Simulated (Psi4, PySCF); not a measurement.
Input for Psi4:
```
memory 2 GB

molecule {
0 2
  C    -1.25117299   -1.14189568   -0.08340094
  Si   -0.05201846    0.40660041   -0.28931395
  C     1.52901773   -0.73370817   -0.00961272
  O    -0.23588869    1.46340425    0.79243281
  H    -1.03290529   -1.90381264   -0.81733669
  H    -1.16645880   -1.53241009    0.91999748
  H    -2.23728515   -0.72883310   -0.24052025
  H    -0.06203034    0.73298104   -1.71758477
  H     1.50806457   -1.13973666    0.99098121
  H     2.36169124   -0.05361154   -0.11846018
  H     1.57722329   -1.52059366   -0.74806204
}

set basis 6-31g**
set reference uks
set scf_type pk
set puream true
set d_convergence 1e-8
set dft_radial_points 99
set dft_spherical_points 590

energy('revpbe')
print_variables()
```

Question: Convert this to an input for PySCF.

Answer: This is not unique; one that fits is 
```python
from pyscf import gto, scf, dft

mol = gto.M(
    atom='''
C    -1.25117299   -1.14189568   -0.08340094
Si   -0.05201846    0.40660041   -0.28931395
C     1.52901773   -0.73370817   -0.00961272
O    -0.23588869    1.46340425    0.79243281
H    -1.03290529   -1.90381264   -0.81733669
H    -1.16645880   -1.53241009    0.91999748
H    -2.23728515   -0.72883310   -0.24052025
H    -0.06203034    0.73298104   -1.71758477
H     1.50806457   -1.13973666    0.99098121
H     2.36169124   -0.05361154   -0.11846018
H     1.57722329   -1.52059366   -0.74806204
''',
    basis='6-31g**',
    spin=1,
    verbose=3,
)

mf = dft.UKS(mol)
mf.xc = 'revpbe'
mf.grids.atom_grid = (99, 590)
mf.grids.prune = None
mf.kernel()
```

Both were run: Psi4 gave -444.970238 Eh and PySCF -444.970240 Eh, 0.001 mEh apart.
